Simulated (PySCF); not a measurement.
## Computed properties of Si(OH)(SH) (H2OSSi), SMILES O[Si]S

Si(OH)(SH) (H2OSSi), SMILES O[Si]S (connectivity only; charge and spin as stated), neutral, multiplicity 1. The structure is a stationary point at B3LYP-D3(BJ)/def2-TZVP. One conformer was computed; it need not be the lowest. All values are computed for the isolated molecule unless a solvent is named; none is compared with measurement here.

**Structure.** The optimised structure has Cs symmetry. All 9 harmonic modes at B3LYP-D3(BJ)/def2-TZVP (PySCF) are real, so it is a minimum. With heavy atoms numbered as in [Si:1]([OH:2])[SH:4], the shortest bond between them is Si1–O2 at 1.653 Å and the longest Si1–S4 at 2.186 Å.

**Vibrations.** The strongest infrared lines (harmonic, unscaled, degenerate partners summed) lie at 783 cm⁻¹ (292 km/mol, H 53 %, O 37 %, Si 9 %), 469 cm⁻¹ (105 km/mol, H 83 %, O 13 %), 456 cm⁻¹ (68 km/mol, Si 54 %, S 39 %). The softest mode is at 237 cm⁻¹ and the zero-point energy is 14.7 kcal/mol.

**Electronic structure.** ωB97X/def2-TZVPD (PySCF) places the frontier levels at -9.29 and 0.23 eV, a gap of 9.52 eV, and gives a dipole moment of 0.60 D and a mean polarisability of 58.0 bohr³.

**Excitations.** TDA-CAM-B3LYP/def2-SVPD (PySCF) has S1 at 4.43 eV (280 nm, f = 0.052, bright); the most intense of the 10 singlets computed lies at 7.10 eV (f = 0.78). T1 (TDA) is at 2.74 eV, 1.69 eV under S1. No vertical singlet excitation falls in the visible range (under 3.1 eV).

**NMR.** GIAO shifts at PBE0/pcSseg-2 (PySCF) (non-relativistic, atoms alike by connectivity averaged): ¹H from 3.6 to 6.0 ppm against TMS; ²⁹Si at 224.9 ppm against TMS.
